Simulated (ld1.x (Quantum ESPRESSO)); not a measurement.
**Scattering properties, RRKJ potential for Co (Z = 27)**

cobalt (Co), norm-conserving RRKJ (Kleinman–Bylander form), made with ld1.x (Quantum ESPRESSO) 7.5 (PBEsol, fully relativistic). Core [Ne], reference 3s2 3p6 3d7 4s2 4p0. Waves: 3s (bound): rc 1.15 bohr; 3p (bound): rc 1.25 bohr; 3d (bound): rc 1.15 bohr. Local part: the d channel. Core correction: a·sin(br)/r model core inside 0.70 bohr. rho0 = 0.01.

Open shells are filled in proportion to 2j + 1 (rel_dist='average').

Occupied shells without a wave of their own: 4s. They enter only through the test configuration that unscreens the potential, and ld1.x also counts them in the model core charge.

The phase is arctan(r·u′/u) with u = r·R(r), unwrapped; energies in Ry, scanned from -10 to 5 Ry. A pole is an energy at which the radial function vanishes at the test radius. The pseudo phase is shifted by a multiple of π to meet the all-electron one at the reference energy, and phase errors are pseudo minus all-electron; the curves can meet again beyond the range given. Levels narrower than the energy grid can be missing from the lists of poles.

```tsv
channel	radius (bohr)	reference energy (Ry)	poles, all-electron	poles, pseudo	unbroken range about the reference energy with phases within 0.05 rad	phase error 1 Ry above the reference energy (rad)
s	1.35	-7.51	-6.42	-6.41	below 4.8	+0.001
p1/2	1.35	-4.91	-3.59	-3.58	below 4.3	+0.001
p3/2	1.35	-4.77	-3.40	-3.38	below 4.5	+0.001
d3/2	1.35	-0.61	1.17	1.24	the whole range	+0.008
d5/2	1.35	-0.60	1.20	1.24	the whole range	+0.001
```

ld1.x takes every shell without a wave as core, so the model core holds the 4s electrons as well and exchange and correlation see them twice. This cancels in the reference configuration, but the file is broken for other ones, and its errors say nothing about a proper core correction.

Phases in the p1/2 channel:

```json
{"E (Ry)": "-10.00", "all-electron": "1.263", "pseudo": "1.264"}
{"E (Ry)": "-9.52", "all-electron": "1.245", "pseudo": "1.246"}
{"E (Ry)": "-9.04", "all-electron": "1.222", "pseudo": "1.224"}
{"E (Ry)": "-8.56", "all-electron": "1.194", "pseudo": "1.196"}
{"E (Ry)": "-8.08", "all-electron": "1.156", "pseudo": "1.159"}
{"E (Ry)": "-7.60", "all-electron": "1.102", "pseudo": "1.105"}
{"E (Ry)": "-7.12", "all-electron": "1.018", "pseudo": "1.022"}
{"E (Ry)": "-6.64", "all-electron": "0.870", "pseudo": "0.875"}
{"E (Ry)": "-6.16", "all-electron": "0.558", "pseudo": "0.565"}
{"E (Ry)": "-5.68", "all-electron": "-0.148", "pseudo": "-0.143"}
{"E (Ry)": "-5.20", "all-electron": "-0.923", "pseudo": "-0.923"}
{"E (Ry)": "-4.72", "all-electron": "-1.285", "pseudo": "-1.285"}
{"E (Ry)": "-4.24", "all-electron": "-1.452", "pseudo": "-1.451"}
{"E (Ry)": "-3.76", "all-electron": "-1.546", "pseudo": "-1.545"}
{"E (Ry)": "-3.28", "all-electron": "-1.608", "pseudo": "-1.606"}
{"E (Ry)": "-2.80", "all-electron": "-1.652", "pseudo": "-1.650"}
{"E (Ry)": "-2.32", "all-electron": "-1.688", "pseudo": "-1.684"}
{"E (Ry)": "-1.84", "all-electron": "-1.717", "pseudo": "-1.713"}
{"E (Ry)": "-1.36", "all-electron": "-1.743", "pseudo": "-1.739"}
{"E (Ry)": "-0.88", "all-electron": "-1.768", "pseudo": "-1.762"}
{"E (Ry)": "-0.40", "all-electron": "-1.792", "pseudo": "-1.785"}
{"E (Ry)": "0.08", "all-electron": "-1.815", "pseudo": "-1.807"}
{"E (Ry)": "0.56", "all-electron": "-1.840", "pseudo": "-1.830"}
{"E (Ry)": "1.04", "all-electron": "-1.866", "pseudo": "-1.854"}
{"E (Ry)": "1.52", "all-electron": "-1.894", "pseudo": "-1.880"}
{"E (Ry)": "2.00", "all-electron": "-1.925", "pseudo": "-1.908"}
{"E (Ry)": "2.48", "all-electron": "-1.960", "pseudo": "-1.940"}
{"E (Ry)": "2.96", "all-electron": "-2.002", "pseudo": "-1.976"}
{"E (Ry)": "3.44", "all-electron": "-2.051", "pseudo": "-2.019"}
{"E (Ry)": "3.92", "all-electron": "-2.111", "pseudo": "-2.070"}
{"E (Ry)": "4.40", "all-electron": "-2.185", "pseudo": "-2.132"}
{"E (Ry)": "4.88", "all-electron": "-2.280", "pseudo": "-2.210"}
```
